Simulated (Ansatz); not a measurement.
Input for Ansatz (a quantum-chemistry and plane-wave program):
Ansatz 0.2 input:
```yaml
crystal:
  periodic: [false, false, false]
  atoms:
    - {symbol: Si, position_ang: [0.00172380, 0.00046639, 0.05606838]}
    - {symbol: H, position_ang: [-0.01025152, 1.41163100, -0.27334508]}
    - {symbol: H, position_ang: [1.21691602, -0.70748096, -0.29344641]}
    - {symbol: H, position_ang: [-1.23079768, -0.71067955, -0.21816587]}
basis:
  gaussian:
    orbitals: 6-31G
magnetization: {spin_polarized: true, initial_magnetization: 1}
correlation: {method: ccsd_t, diis_vectors: 4}
```

### Question
What is the computed MP2 correlation energy (Ansatz with CCSD(T)/6-31G)?

### Answer
-0.0480 Eh

### Question
What is the computed SCF-reference <S^2> (CCSD(T)/6-31G)?

### Answer
0.758

### Question
What is the computed T1 diagnostic (CCSD(T)/6-31G)?

### Answer
0.008

### Question
Estimate the coupled-cluster correlation energy (without the perturbative part) that CCSD(T)/6-31G returns for this input.

### Answer
-0.0673 Eh
